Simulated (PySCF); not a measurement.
## Electron correlation in F⁻ (fluorine, charge -1)

[Ne], closed-shell 1S. All numbers are calculated (PySCF 2.14, the non-relativistic Hamiltonian (point nucleus), in aug-cc-pVDZ (4s3p2d, 23 functions)). Frozen: 1s2; 8 electrons correlated.

```tsv
level	correlation energy (mhartree)
CCSD	-234.41
(T)	-5.94
CCSD(T)	-240.35
CCSDT	-240.69
```

Diagnostics: T1 = 0.023, D1 = 0.0373, largest double amplitude 0.037.

Cost of the coupled-cluster step: of the order of 0.14 core-seconds, for 8 correlated electrons.
